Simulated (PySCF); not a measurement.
**Electric properties by functional and basis**

Species: CH5FOSi.
SMILES: `CO[SiH2]F`

PySCF, dipoles from the SCF density, polarisabilities from static response with core orbitals frozen. Geometry: PBE0-D3(BJ)/def2-SVP, one conformer, isolated molecule.

Question: How do dipole and polarisability depend on functional and basis here?

Answer: 

```tsv
level	μ (D)	α (Å³)	anisotropy (Å³)
CAM-B3LYP/def2-SVPD	1.691	6.31	1.32
wB97X-D/def2-SVPD	1.668	6.28	1.31
LC-wPBE/def2-SVPD	1.689	6.19	1.26
PBE0/6-31G*	1.595	4.94	1.30
PBE0/def2-SVP	1.625	5.16	1.37
PBE0/6-31+G*	1.732	5.62	1.22
PBE0/aug-cc-pVDZ	1.597	6.45	1.48
PBE0/def2-TZVP	1.583	5.93	1.34
PBE0/def2-TZVPD	1.581	6.43	1.44
```

The anisotropy is √(½[(α1 − α2)² + (α2 − α3)² + (α3 − α1)²]). The dipole runs from 1.58 D (PBE0/def2-TZVPD) to 1.73 D (PBE0/6-31+G*). No reference polarisability is at hand; against PBE0 in the largest diffuse basis at hand (def2-TZVPD) the other PBE0 rows deviate by 6-31G* -23%, def2-SVP -20%, 6-31+G* -13%, aug-cc-pVDZ 0%, def2-TZVP -8%. With PBE0 the polarisability is 5.34 Å³ without diffuse functions (mean of 6-31G*, def2-SVP and def2-TZVP) and 6.17 Å³ with them (mean of 6-31+G*, aug-cc-pVDZ and def2-TZVPD).

Without π bonds the low states are Rydberg-like; a valence basis with one diffuse set may place them up to an eV too high.
